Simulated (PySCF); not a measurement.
Atom-mapped SMILES (the numbers label the heavy atoms): `[CH2:1]=[N:2][Si@H:3]([CH:4]([CH3:5])[CH3:6])[N:7]([CH3:8])[CH3:9]`. Hydrogens are named by the atom that carries them. Ha(C1) is cis to Si3; Hb(C1) is trans to Si3.

One conformer, non-relativistic Hamiltonian, averaged over atoms made equivalent by symmetry, fast rotation or ring inversion, in vacuum. σ from GIAO-PBE0/pcSseg-1; structure optimised with GFN2-xTB; PySCF.

Chemical shifts δ = σref − σ; TMS for 13C (σref 186.93), 1H (σref 31.72), 29Si (σref 349.16); 15N (σref 267.73) against NH3, all at this level.

| atoms | nucleus | count | δ (ppm) |
| --- | --- | --- | --- |
| H(C5) | 1H | 3 | 0.95 |
| Hb(C1) | 1H | 1 | ? |
| N2 | 15N | 1 | 434.2 |
| H(C8)/H(C9) | 1H | 6 | 2.56 |
| H(C4) | 1H | 1 | 1.04 |
| Si3 | 29Si | 1 | -18.1 |
| H(C6) | 1H | 3 | 1.24 |
| N7 | 15N | 1 | ? |
| C1 | 13C | 1 | 171.6 |
| Ha(C1) | 1H | 1 | ? |
| C8/C9 | 13C | 2 | ? |
| C4 | 13C | 1 | ? |
| C6 | 13C | 1 | 19.6 |
| C5 | 13C | 1 | 18.4 |
| H(Si3) | 1H | 1 | 4.96 |

Task: Complete the table.

Result: 
- C8/C9: 39.6 ppm, methyl carbon bonded to N; deshielded by the electronegative neighbour
- C4: 15.9 ppm, sp3 CH bonded to Si
- Ha(C1): 8.80 ppm, hydrogen on a C=N carbon
- Hb(C1): 8.71 ppm, hydrogen on a C=N carbon
- N7: 20.1 ppm, nitrogen bonded to 2 C, Si

Shifts are as computed. Against solution values, carbons near 30 ppm lie about +3 ppm off and those near 130 ppm about +5 ppm. Of 1211 compounds with measured shifts, 218 miss one by over three times the rms of a fit or turn the order of signals round; such compounds aren't used in these exercises. Experimental scales use liquid or dissolved standards, which lie at an offset from isolated NH3 (liquid NH3: subtract about 20 ppm). Unscaled 15N shifts of sp2 nitrogen come out 20 to 40 ppm too high even then.
